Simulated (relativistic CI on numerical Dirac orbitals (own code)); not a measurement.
**Os VIII: sensitivity of the levels to the model**

Base calculation: Dirac-Coulomb-Breit CI, separate exchange-only KLI orbitals for each configuration, a model potential for QED, unscaled Slater integrals.

Configurations in the expansion (outside the closed core [Kr] 4d10): 4f14.5s2.5p6.5d, 4f14.5s2.5p6.6s, 4f14.5s2.5p6.5f, 4f14.5s2.5p6.6p, 4f14.5s2.5p5.5d2, 4f14.5s2.5p6.5g, 4f14.5s2.5p6.6d, 4f14.5s2.5p6.7s, 4f14.5s.5p6.5d2, 4f14.5s2.5p6.7p, 4f13.5s2.5p6.5d2, 4f14.5s2.5p6.6f, 4f14.5s2.5p6.7d. Double excitations out of closed p, d and f shells are left out; levels of such configurations are missing from the list, as are those of other unlisted configurations, and high levels can miss mixing partners.

The lowest level and the first level of each name with at least 55 % of one term (blank where a level has no safe partner in the second run):

```csv
Level,Base (cm⁻¹),Shift (cm⁻¹)
4f14.5s2.5p6.5d 2D_3/2,0,0
4f14.5s2.5p6.5d 2D_5/2,12839,-94
4f14.5s2.5p6.6s 2S_1/2,155293,-293
4f14.5s2.5p6.6p 2P°_1/2,240342,-106
4f14.5s2.5p6.6p 2P°_3/2,266801,-32
4f14.5s2.5p5.5d2 4D°_1/2,351983,+42
4f14.5s2.5p6.5f 2F°_5/2,352709,-158
4f14.5s2.5p5.5d2 4D°_3/2,354216,+49
4f14.5s2.5p6.5f 2F°_7/2,355606,-129
4f14.5s2.5p5.5d2 4D°_5/2,360446,+84
4f14.5s2.5p5.5d2 4G°_9/2,374092,+109
4f14.5s2.5p5.5d2 4G°_11/2,377954,+141
4f14.5s2.5p5.5d2 2D°_5/2,392995,+116
4f14.5s2.5p6.6d 2D_3/2,393194,+352
```

At this charge configurations can still be misplaced by up to about 7 % of their energy. Levels and lines within the n = 5 or 6 shells can be off by up to 10 % or somewhat more, and those that change n by about 2 %, since core polarisation is missing. Levels that differ in their count of f electrons can be misplaced by several ten thousand cm⁻¹, since the correlation energy of f electrons is missing or only estimated; rates across such gaps can be off by orders of magnitude.

(1) One thing was changed in a second run, which moved the levels as shown. Which?
A. QED terms removed
B. Breit term removed
C. one mean potential for all configurations
D. configuration mixing switched off

Results:

(1) C. One mean potential for all configurations. One potential for all configurations removes the relaxation of the orbitals, which moves whole configurations and changes the integrals a little.

LS names give the leading component of a level, which can be under half, so a name can repeat, a term be missing and a line seem to break the LS rules.
